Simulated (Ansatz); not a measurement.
Relaxation of BrClH$_{4}$Si (7 atoms, charge 0, multiplicity 1), to a largest force component of 0.03 eV/Å in at most 50 steps.

The calculation used RHF/def2-SVP (Ansatz 0.2.0).

```xyz
7
Properties=species:S:1:pos:R:3:forces:R:3
Si 0.113 0.580 -0.372 0.11 0.84 0.08
H 0.599 -0.526 2.015 -0.04 -1.45 -0.39
Cl 1.762 -0.612 -0.662 0.00 -0.01 0.01
H -0.306 1.096 -1.679 -0.01 0.00 -0.01
H -0.954 -0.172 0.289 0.02 0.00 0.00
Br 0.647 2.401 0.896 -0.20 -0.42 -0.60
H 0.659 0.078 2.383 0.13 1.04 0.91
```

Where does it end, and by what steps?

It converged. After 12 steps the energy has fallen by 0.283 eV; H2 moved furthest, 0.94 Å.

```json
{"step": "0", "energy less start (eV)": "0.0000", "largest force component (eV/Å)": "1.454", "accepted": "yes"}
{"step": "1", "energy less start (eV)": "-0.1666", "largest force component (eV/Å)": "0.220", "accepted": "yes"}
{"step": "2", "energy less start (eV)": "-0.2347", "largest force component (eV/Å)": "0.103", "accepted": "yes"}
{"step": "3", "energy less start (eV)": "-0.2674", "largest force component (eV/Å)": "0.099", "accepted": "yes"}
{"step": "4", "energy less start (eV)": "-0.2624", "largest force component (eV/Å)": "0.395", "accepted": "no"}
{"step": "5", "energy less start (eV)": "-0.2736", "largest force component (eV/Å)": "0.033", "accepted": "yes"}
{"step": "6", "energy less start (eV)": "-0.2785", "largest force component (eV/Å)": "0.046", "accepted": "yes"}
{"step": "7", "energy less start (eV)": "-0.2811", "largest force component (eV/Å)": "0.042", "accepted": "yes"}
{"step": "8", "energy less start (eV)": "-0.2817", "largest force component (eV/Å)": "0.049", "accepted": "yes"}
{"step": "9", "energy less start (eV)": "-0.2819", "largest force component (eV/Å)": "0.050", "accepted": "yes"}
{"step": "10", "energy less start (eV)": "-0.2821", "largest force component (eV/Å)": "0.040", "accepted": "yes"}
{"step": "11", "energy less start (eV)": "-0.2764", "largest force component (eV/Å)": "0.544", "accepted": "no"}
{"step": "12", "energy less start (eV)": "-0.2827", "largest force component (eV/Å)": "0.013", "accepted": "yes"}
```

```xyz
7
Properties=species:S:1:pos:R:3
Si 0.063 0.770 -0.680
H 0.861 -0.972 2.800
Cl 1.702 -0.468 -0.831
H -0.357 1.159 -2.030
H -0.993 0.066 0.054
Br 0.588 2.614 0.444
H 0.657 -0.325 3.114
```

The run took 19 s on 1 thread of Intel(R) Xeon(R) 6975P-C (Granite Rapids), on a shared host, peak memory 0.19 GiB.
